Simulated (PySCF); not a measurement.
Vertical excitation energies

Species: C4H7F3N2.
InChI=1S/C4H7F3N2/c1-2-8-9-3-4(5,6)7/h3,8H,2H2,1H3/b9-3-

Computed, not measured: PySCF 2.14.0, density-fitted response routines, TDDFT B3LYP/def2-SVPD, vertical, gas phase, core orbitals frozen in the response. Geometry: GFN2-xTB, one conformer, isolated molecule. Torsions of this conformer, `[CH3:1][CH2:2][NH:3]/[N:4]=[CH:5]\[C:6]([F:7])([F:8])[F:9]`: C1–C2–N3–N4 -103°, C2–N3–N4–C5 172°, N4–C5–C6–F7 61°.

Task: What does the calculation give for the low-lying excited states?

Result: 

| state | E (eV) | λ (nm) | f | \|μ\| (D) | main configurations (H = HOMO, L = LUMO) |
| --- | --- | --- | --- | --- | --- |
| S1 | 5.60 | 221.2 | 0.361 | 4.12 | H→L (91%) |
| S2 | 5.73 | 216.3 | 0.020 | 0.96 | H-1→L (96%) |
| S3 | 6.03 | 205.7 | 0.0004 | 0.14 | H→L+1 (95%) |
| S4 | 6.79 | 182.7 | 0.0080 | 0.56 | H→L+2 (86%), H→L+3 (11%) |
| S5 | 6.87 | 180.4 | 0.017 | 0.80 | H→L+3 (72%), H→L+4 (16%), H→L+2 (10%) |
| S6 | 7.13 | 173.9 | 0.013 | 0.70 | H→L+4 (82%), H→L+3 (15%) |
| S7 | 7.62 | 162.8 | 0.0085 | 0.54 | H→L+5 (66%), H-1→L+1 (29%) |
| S8 | 7.62 | 162.7 | 0.034 | 1.09 | H-1→L+1 (68%), H→L+5 (28%) |

Triplets, Tamm–Dancoff:

```csv
state,E (eV),λ (nm),"main configurations (H = HOMO, L = LUMO)"
T1,3.48,356.3,H→L (97%)
T2,4.78,259.4,H-1→L (98%)
T3,5.90,210.2,H→L+1 (93%)
```

The lowest singlet lies at 5.60 eV (221 nm, ultraviolet) and is strong; its leading configuration is HOMO→LUMO (91%). The lowest level is also the most intense of those listed (f = 0.361). S7/S8 lie within about 0.01 eV of each other. Löwdin shares by element: HOMO nitrogen 50%, carbon 32% or more (atoms not listed hold the other 18%); LUMO nitrogen 48%, carbon 31% or more (atoms not listed hold the other 21%). The listed states span 2.02 eV, and the widest gap between neighbours is 0.76 eV (S3 to S4). Weighted by f, the mean energy of these states is 5.91 eV. Of the 8 states listed, 5 reach f = 0.01 and 1 stays under 0.0005. The window holds the lowest 8 singlets.
